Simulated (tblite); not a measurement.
Species: C₅H₁₄OSi₂.
Geometry (GFN2-xTB, Å), atoms numbered from 1 in this order:
```xyz
22
C5H14OSi2 angstrom
C     -1.3082   -1.5529    0.3041
C     -0.5520   -0.3133    0.7805
C     -0.7376    0.8781   -0.1599
Si    -2.5235    1.5365   -0.2512
C      0.9280   -0.6298    0.9550
O      1.4488   -0.5736    2.0470
C      1.7130   -0.9770   -0.2637
Si     2.8927    0.4695   -0.7018
H     -1.0520   -1.8001   -0.7241
H     -2.3799   -1.3762    0.3560
H     -1.0694   -2.4065    0.9358
H     -0.9244   -0.0434    1.7753
H     -0.4001    0.6073   -1.1620
H     -0.0855    1.6875    0.1781
H     -3.3623    0.6325   -1.0426
H     -3.0704    1.6593    1.1002
H     -2.4920    2.8452   -0.9061
H      1.0785   -1.2335   -1.1082
H      2.3427   -1.8346   -0.0266
H      3.9114   -0.0614   -1.6112
H      3.4948    0.9896    0.5191
H      2.1370    1.5163   -1.3954
```

Level: GFN2-xTB in tblite, geometry and Hessian alike; calculated harmonic values, unscaled, isolated species. Errors from tens to a few hundred cm⁻¹ against measured bands are possible. Modes of hydrogen on silicon can be 10 to 20 % off. One conformer, not necessarily the lowest.

Harmonic wavenumbers (cm⁻¹): 38.1, 46.1, 63.1, 100.2, 118.7, 133.4, 173.7, 218.9, 221.9, 258.0, 327.7, 488.1, 492.7, 517.3, 520.8, 538.6, 571.5, 633.2, 737.7, 762.9, 768.7, 770.9, 778.6, 788.4, 791.1, 799.1, 809.1, 814.6, 857.3, 950.2, 1012.4, 1036.5, 1088.8, 1123.4, 1153.4, 1199.8, 1208.2, 1249.8, 1313.9, 1324.0, 1408.8, 1448.1, 1479.9, 1497.0, 1501.6, 1729.2, 2250.4, 2253.6, 2259.0, 2267.8, 2273.0, 2330.3, 2937.4, 2958.2, 2976.7, 2990.3, 3014.9, 3025.9, 3028.1, 3036.2.

A = 1969, B = 742.5, C = 629.4 MHz; mass 146.058 u (most abundant isotopes); point group C1, symmetry number 1.

Task: Zero-point energy?

Result: Half the sum of the wavenumbers: 36734 cm⁻¹ = 105.03 kcal/mol.

Task: Entropy at 200 K, 1 bar (ideal gas, RRHO, classical rotation)?

Result: Translation 38.89, rotation 29.05, vibration 27.50: S = 95.4 cal/(mol K).

Task: And Cp and H(200 K) − H(0)?

Result: Cp = 34.75 cal/(mol K), of which vibrations give 26.81 (their classical limit is 60 R = 119.2); H(200 K) − H(0) = 4.44 kcal/mol without the zero-point energy, 2.85 from vibrations.

Task: Which modes carry the vibrational entropy at 200 K?

Result: 38.1 cm⁻¹: 4.57; 46.1 cm⁻¹: 4.19; 63.1 cm⁻¹: 3.57; 100.2 cm⁻¹: 2.68; 118.7 cm⁻¹: 2.36; 133.4 cm⁻¹: 2.14 cal/(mol K); the other 54 give 7.99 together.

Task: How do the functions run with temperature in this model?

Result: 
| T (K) | S (cal/(mol K)) | Cp (cal/(mol K)) | H − H(0) (kcal/mol) | G − H(0) (kcal/mol) | ln q(vib) |
| --- | --- | --- | --- | --- | --- |
| 50 | 62.5 | 16.2 | 0.58 | -2.55 | 1.02 |
| 100 | 76.0 | 23.0 | 1.57 | -6.03 | 2.94 |
| 298.15 | 111.7 | 47.4 | 8.47 | -24.82 | 10.11 |
| 373.15 | 123.3 | 56.2 | 12.36 | -33.64 | 12.68 |
| 500 | 141.5 | 68.7 | 20.32 | -50.45 | 16.92 |
| 750 | 172.9 | 86.1 | 39.83 | -89.88 | 24.83 |
| 1000 | 199.4 | 97.5 | 62.87 | -136.51 | 32.07 |

q(vib) and H(0) count from the zero-point level.

Hindered rotation and anharmonicity are outside this model. Other conformers, if any are populated, would add a mixing term that is left out. The structure is chiral; the term R ln 2 for an equal mix with its mirror image is left out.
